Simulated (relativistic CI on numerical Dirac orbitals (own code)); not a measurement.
**Energy levels of Ni XXVI**

Method of calculation: Dirac-Coulomb-Breit CI, KLI orbitals optimised for each configuration, a model potential for QED, unscaled Slater integrals (own radial code, finite nucleus).

CI space (outside the closed core 1s2): 2s, 2p, 3s, 3p, 3d, 4s, 4p, 4d, 4f, 5s, 5p, 5d, 5f, 5g, 6s, 6p, 6d. Levels of other configurations are missing.

The lowest level is 2s 2S_1/2, with 100 % of that term; Hund's rules for 2s give 2S with J = 1/2, in agreement.

| No. | Configuration | Term | J | E (Ry) | % | Lifetime (s) |
| --- | --- | --- | --- | --- | --- | --- |
| 1 | 2s | 2S | 1/2 | 0.000 | 100 |  |
| 2 | 2p | 2P° | 1/2 | 3.903 | 100 | 4.98e-10 |
| 3 | 2p | 2P° | 3/2 | 5.519 | 100 | 1.73e-10 |
| 4 | 3s | 2S | 1/2 | 99.008 | 100 | 2.64e-13 |
| 5 | 3p | 2P° | 1/2 | 100.092 | 100 | 9.64e-14 |
| 6 | 3p | 2P° | 3/2 | 100.569 | 100 | 1.00e-13 |
| 7 | 3d | 2D | 3/2 | 100.972 | 100 | 3.29e-14 |
| 8 | 3d | 2D | 5/2 | 101.124 | 100 | 3.34e-14 |
| 9 | 4s | 2S | 1/2 | 133.133 | 100 | 3.87e-13 |
| 10 | 4p | 2P° | 1/2 | 133.579 | 100 | 1.63e-13 |
| 11 | 4p | 2P° | 3/2 | 133.780 | 100 | 1.69e-13 |
| 12 | 4d | 2D | 3/2 | 133.948 | 100 | 7.62e-14 |
| 13 | 4d | 2D | 5/2 | 134.012 | 100 | 7.74e-14 |
| 14 | 4f | 2F° | 5/2 | 134.020 | 100 | 1.57e-13 |
| 15 | 4f | 2F° | 7/2 | 134.052 | 100 | 1.58e-13 |
| 16 | 5s | 2S | 1/2 | 148.799 | 100 | 6.06e-13 |
| 17 | 5p | 2P° | 1/2 | 149.025 | 100 | 2.76e-13 |
| 18 | 5p | 2P° | 3/2 | 149.127 | 100 | 2.85e-13 |
| 19 | 5d | 2D | 3/2 | 149.212 | 100 | 1.46e-13 |
| 20 | 5d | 2D | 5/2 | 149.245 | 100 | 1.49e-13 |
| 21 | 5f | 2F° | 5/2 | 149.250 | 100 | 3.04e-13 |
| 22 | 5f | 2F° | 7/2 | 149.266 | 100 | 3.05e-13 |
| 23 | 5g | 2G | 7/2 | 149.266 | 100 | 5.12e-13 |
| 24 | 5g | 2G | 9/2 | 149.276 | 100 | 5.13e-13 |
| 25 | 6s | 2S | 1/2 | 157.264 | 100 | 9.13e-13 |
| 26 | 6p | 2P° | 1/2 | 157.394 | 100 | 4.39e-13 |
| 27 | 6p | 2P° | 3/2 | 157.454 | 100 | 4.53e-13 |
| 28 | 6d | 2D | 3/2 | 157.503 | 100 | 2.48e-13 |
| 29 | 6d | 2D | 5/2 | 157.522 | 100 | 2.53e-13 |

Energies count from the lowest computed level; ° marks odd parity; lifetimes are radiative, by E1, M1, E2, M2 decay to levels of this space only.

The mean weight of the leading LS term, summed over parents, in these 29 levels is 100 %, and that of the leading jj configuration (from the same eigenvectors) 100 %.

At this charge energies of transitions that change n are usually good to better than 1 %, and those within a shell (Δn = 0) to a few per cent.
